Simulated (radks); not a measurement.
The numbers below are computed, except where a source is named.
The magnesium ion Mg2+, configuration [He] 2s2 2p5 5p1 (not the ground configuration). Code: a radial shooting solver on a logarithmic mesh with Libxc functionals. Model: non-relativistic Kohn-Sham, LDA (Slater exchange, Perdew-Wang correlation), spin-polarised, spherical densities, point nucleus; open shells are filled with parallel spins first.

Normalised radial functions P(r) = r R(r), r in bohr:

```
   r/bohr * 1s up (the largest magnitude, 2.43, reaches the edge; | marks zero)
  0.01955 |                           *
  0.02988 |                                     *
  0.04529 |                                               *
   0.0692 |                                                      *
   0.1049 |                                                      *
   0.1603 |                                           *
   0.2449 |                         *
   0.3713 |         *
   0.5674 | *
    0.867 *
    1.314 *
    2.008 *
    3.044 *
    4.652 *
    7.108 *
    10.78 *
    16.47 *
    24.96 *
```

1s up: eigenvalue -1305.0 eV, 0 radial nodes, <r> = 0.131 bohr, 90 % of the charge inside 0.235 bohr.
